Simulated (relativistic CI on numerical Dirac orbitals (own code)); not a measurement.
## Mn⁺ in a cubic cluster: L2,3 absorption with charge transfer

Computed with a charge-transfer multiplet model of a cubic metal-ligand cluster with up to 3 ligand holes, Slater and spin-orbit integrals from Dirac-Coulomb-Breit ions, Slater integrals scaled by 0.8. The ground state mixes d6 with configurations of k ligand holes L, whose averages lie at kΔ + k(k − 1)U_dd/2; a core hole lowers each added d electron by U_cd. 20 K, Lorentzian 0.4 eV and Gaussian 0.3 eV FWHM.

Atomic integrals in eV (Slater integrals scaled, ζ unscaled), ground: F2dd 7.203, F4dd 4.433, zeta_d 0.031; with the core hole: F2dd 7.920, F4dd 4.884, zeta_d 0.046, zeta_core 6.798, F2cd 4.549, G1cd 3.306, G3cd 1.876.

Cluster parameters (eV): Δ = 9.2, U_dd = 7, U_cd = 8.6, 10Dq = 0.7, 10Dq(ligand) = 0.6, final-state hopping factor = 0.8.

```
                             Case   n_d    d6   d7L  d8L2  d9L3     S
V(eg) = 1.5 eV, V(t2g) = -0.76 eV  6.05  0.95  0.05  0.00  0.00  2.00
V(eg) = 1.8 eV, V(t2g) = -0.91 eV  6.06  0.94  0.06  0.00  0.00  2.00
V(eg) = 2.1 eV, V(t2g) = -1.06 eV  6.08  0.92  0.08  0.00  0.00  2.00
V(eg) = 2.4 eV, V(t2g) = -1.21 eV  6.11  0.90  0.10  0.00  0.00  2.00
V(eg) = 2.7 eV, V(t2g) = -1.37 eV  6.13  0.87  0.12  0.00  0.00  2.00
```

Weights, n_d and S are thermal averages at 20 K. Photon energies count from the first peak over 30 % of the highest in each spectrum, which can be another peak from case to case. The parameters are a model scan and need not match a compound or its usual spin state. Peaks in eV (height, largest 100):
- V(eg) = 1.5 eV, V(t2g) = -0.76 eV: 0.0 (100), 0.9 (54), 2.3 (20), 10.7 (38), 13.1 (7)
- V(eg) = 1.8 eV, V(t2g) = -0.91 eV: 0.0 (100), 0.8 (52), 2.3 (19), 10.6 (38), 13.0 (7)
- V(eg) = 2.1 eV, V(t2g) = -1.06 eV: -1.5 (22), 0.0 (100), 0.8 (51), 2.2 (18), 10.6 (37), 13.0 (7)
- V(eg) = 2.4 eV, V(t2g) = -1.21 eV: -1.5 (23), 0.0 (100), 2.3 (18), 10.6 (35), 13.1 (6)
- V(eg) = 2.7 eV, V(t2g) = -1.37 eV: -1.6 (24), -0.9 (25), 0.0 (100), 0.9 (48), 2.3 (17), 10.7 (34), 13.1 (6)

Curve for V(eg) = 2.4 eV, V(t2g) = -1.21 eV (points under 2 left out, the grid thinned):

(E (eV), Intensity): (-2.8, 2.0), (-2.5, 3.0), (-2.3, 4.4), (-2.0, 9.9), (-1.7, 20.9), (-1.4, 22.1), (-1.2, 22.5), (-0.9, 25.5), (-0.6, 29.0), (-0.4, 43.8), (-0.1, 91.8), (0.2, 83.3), (0.4, 58.6), (0.7, 49.5), (1.0, 48.4), (1.3, 34.0), (1.5, 21.9), (1.8, 14.4), (2.1, 16.7), (2.3, 17.7), (2.6, 14.2), (2.9, 9.6), (3.2, 7.7), (3.4, 6.5), (3.7, 4.7), (4.0, 2.9), (4.2, 2.2), (9.0, 3.1), (9.3, 5.6), (9.5, 6.7), (9.8, 7.4), (10.1, 11.9), (10.4, 26.8), (10.6, 35.3), (10.9, 27.1), (11.2, 15.1), (11.4, 10.8), (11.7, 8.9), (12.0, 7.0), (12.2, 5.3), (12.5, 4.2), (12.8, 5.1), (13.1, 6.4), (13.3, 4.7), (13.6, 2.1)

For the case V(eg) = 1.8 eV, V(t2g) = -0.91 eV, Δ = 9.2 eV is larger than U_dd = 7 eV, the Mott-Hubbard side of the Zaanen-Sawatzky-Allen scheme. With the core hole the configuration with one ligand hole lies at Δ + U_dd − U_cd = 7.6 eV above the one without, against Δ in the ground state. The added d electron screens the hole, so the order of the configurations is kept and charge-transfer satellites are weaker than in photoemission.
